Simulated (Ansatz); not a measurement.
`[SiH3]C1O[SiH2]1` + H₂S → `SC1O[SiH2]1` + SiH₄ at 298.15 K and 1 bar (substitution at a C–Si bond).

Program: Ansatz. Geometries: PBE0-D4/def2-TZVP. ΔE: electronic, gas phase. CCSD(T)/CBS adds triple-zeta CCSD(T) − MP2 to the extrapolated MP2 energy (def2 sets, frozen cores). This one scheme is used for every species. Each species was taken in one conformer, which may not be the lowest.

| species | CCSD(T)/CBS energy (Eh) | H − E (kJ/mol) | S (J/(mol·K)) |
| --- | --- | --- | --- |
| `[SiH3]C1O[SiH2]1` | -694.95845 | 180.9 | 319.6 |
| H₂S | -398.97279 | 49.9 | 205.7 |
| `SC1O[SiH2]1` | -802.45452 | 138.7 | 304.0 |
| SiH₄ | -291.46306 | 92.1 | 204.8 |

H − E and S are ideal-gas, rigid-rotor, harmonic terms from PBE0-D4/def2-TZVP, for one conformer and one mirror image of each species. 1 Eh = 2625.50 kJ/mol, R = 8.31446 J/(mol·K).

By hand: ΔE, ΔH, ΔS and ΔG.

ΔE = (-802.45452) + (-291.46306) − (-694.95845) − (-398.97279) = 0.01366 Eh = 35.9 kJ/mol. Δ(H − E) = 138.7 + 92.1 − 180.9 − 49.9 = 0.0, so ΔH = 35.9 kJ/mol. ΔS = 304.0 + 204.8 − 319.6 − 205.7 = -16.5 J/(mol·K). ΔG = 35.9 − 298.15 × (-16.5)/1000 = 40.8 kJ/mol.

By hand: the equilibrium constant, and the temperature at which ΔG would vanish if ΔH and ΔS stayed fixed.

log₁₀ K = −ΔG/(RT ln 10) = -7.1. ΔH and −TΔS have one sign here, so there is no such temperature.

ΔH outweighs TΔS. A doubt of 5 kJ/mol in ΔE shifts log₁₀ K by 0.9 here. Other conformers and mirror images would add mixing entropy, several J/(mol·K) or more a flexible species. These are equilibria of isolated gas molecules and say nothing of rates. Largest T1 diagnostic: 0.015 (customary marks: 0.02 for closed shells, 0.045 for open ones).
